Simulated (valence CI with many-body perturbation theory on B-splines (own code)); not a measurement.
Results of a calculation; reference values are marked as such.
**Sensitivity of CI+MBPT for Rb XXXII**

Level of theory: relativistic CI+MBPT: four valence electrons over a frozen Dirac-Fock core [He], radial functions for each j: 6 s, 6 p, 5 d, 3 f, 1 g, with the one-electron correlation potential Σ1 (screened to all orders), the two-electron term Σ2, the three-electron term Σ3, Breit, model QED; selected single and double excitations, second order for the rest, scaled by the run's own slope (own B-spline code, finite nucleus).

The last digits are not significant, and no measured levels were compared; by estimate large intervals hold to a few tenths of a per cent, small ones and those within an open d or f shell to about a per cent.

The reference run has the lowest level (2s^2 2p1/2^2) J=0 and an ionisation energy of 3821.43 eV. Its largest variational space holds 11508 state functions.

Levels are named by their leading jj configuration (3d3/2^4 stands for four electrons in 3d with j = 3/2), which in mixed levels can hold well under half, so a name can repeat and another be missing. Letters in brackets count levels of one name in rising energy.

Changed runs:
A. highest l in the core sums 6 → 7
B. Breit term on → off; QED terms on → off
C. highest l in the core sums 6 → 3; QED terms on → off
D. start configuration 2s2 2p2 → 2s2 3p2 (bad on purpose)

Excitation energies of the reference run in cm⁻¹, and shifts in cm⁻¹:

| Level | Reference | A | B | C |
| --- | --- | --- | --- | --- |
| (2s^2 2p1/2 2p3/2) J=1 | 453671 | -0.1 | +10699 | -1208 |
| (2s^2 2p1/2 2p3/2) J=2 | 538859 | -0.1 | +18451 | -1232 |
| (2s^2 2p3/2^2) J=2 | 1053510 | -0.1 | +25599 | -2232 |
| (2s^2 2p3/2^2) J=0 | 1252890 | -0.1 | +18276 | -1977 |
| (2s 2p1/2^2 2p3/2) J=2 | 1272030 | +1.0 | +18576 | +11021 |
| (2s 2p1/2^2 2p3/2) J=1 | 1633180 | +1.0 | +13555 | +11255 |
| (2s 2p1/2 2p3/2^2) J=2 [a] | 1790160 | +1.0 | +21540 | +10407 |
| (2s 2p1/2 2p3/2^2) J=3 | 1932770 | +0.9 | +34387 | +10216 |
| (2s 2p1/2 2p3/2^2) J=0 | 2109220 | +0.9 | +18630 | +10223 |
| (2s 2p1/2 2p3/2^2) J=1 [a] | 2159390 | +0.9 | +23266 | +10184 |
| (2s 2p1/2 2p3/2^2) J=2 [b] | 2226730 | +0.9 | +30086 | +10176 |
| (2s 2p1/2 2p3/2^2) J=1 [b] | 2307260 | +0.9 | +21939 | +10489 |
| Ionisation energy (eV) | 3821.43 | -0.00016 | +3.55 | -0.11 |

Run D: It gave no result: the start configuration must fill the lowest shells above the core. The program said: "3p is not the lowest shell of its kind above the core".
